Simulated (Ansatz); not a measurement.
Reaction 2 R1 → P1 + P2, each structure at its B3LYP-D3(BJ)/def2-TZVP stationary point, reached from a drawn start (curvature not checked).
P1: F3NbO (SMILES [O]=[Nb]([F])([F])[F]), charge 0, multiplicity 1.
R1, F2NbO (SMILES [O]=[Nb]([F])[F]) (charge 0, multiplicity 2, Z-matrix in Å and degrees):
```
Nb
O 1 1.6988
F 1 1.8877 2 114.24
F 1 1.8877 2 114.24 3 -160.72
```
P2, FNbO (SMILES [O]=[Nb][F]) (charge 0, multiplicity 3, Z-matrix in Å and degrees):
```
Nb
O 1 1.6976
F 1 1.9020 2 117.51
```

P less R. No zero-point or thermal terms; singlets are restricted closed shells; open shells are unrestricted; no spin–orbit coupling. The spin states of the d-block species are the ones drawn and need not be the lowest.

Frozen-core correlation throughout.

Run with Ansatz (Gaussian basis) for Hartree–Fock, density functionals and correlated methods. Each number belongs to the level named beside it. Elements past Kr take the def2 small-core potentials, without spin–orbit coupling.

Question: What is the computed reaction energy (CCSD/def2-TZVPP)?

Answer: 0.24 eV

Question: Estimate the reaction energy that MP2/def2-TZVPP returns for this input.

Answer: 0.00 eV

Question: Estimate the reaction energy that wB97X-V/def2-TZVPP returns for this input.

Answer: 0.21 eV

Ansatz is a quantum-chemistry and plane-wave program.
